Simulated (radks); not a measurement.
Results of a calculation; reference values are marked as such.
How relativity changes the ionisation of neutral copper ([Ar] 3d10 4s1) to Cu+ ([Ar] 3d10). Spin-unpolarised spherical Kohn-Sham, BLYP, point nucleus unless stated (finite: rms radius 3.8823 fm), a radial shooting solver on a logarithmic mesh with Libxc functionals. A level marked "c x" has the speed of light scaled by that factor.

level                        E(Cu) (hartree)  E(Cu+) (hartree)  IE (eV)   HOMO  <r> HOMO (bohr)
non-rel.                         -1640.64291       -1640.34740    8.041     4s            2.989
scalar-rel.                      -1655.20912       -1654.90498    8.276     4s            2.928
scalar-rel., finite nucleus      -1655.20177       -1654.89763    8.276     4s            2.929
Dirac                            -1655.26173       -1654.95757    8.277  4s1/2            2.929
Dirac, finite nucleus            -1655.25437       -1654.95021    8.277  4s1/2            2.929
Dirac, c x 0.75                  -1667.09652       -1666.78514    8.473  3d5/2            1.066
Dirac, c x 0.85                  -1661.05312       -1660.74545    8.372  4s1/2            2.905
Dirac, c x 2                     -1644.23734       -1643.93973    8.098  4s1/2            2.974

NIST Atomic Spectra Database: 7.726 eV (measured). The relativistic part of the total energy of Cu is -14.61 hartree (Dirac, finite nucleus), 0.89 % of the non-relativistic value. Spin polarisation and multiplet splitting of open shells are left out at every level.

Beside tabulated values, note that spin-unpolarised runs miss the spin-polarisation part of the exchange energy of open shells.
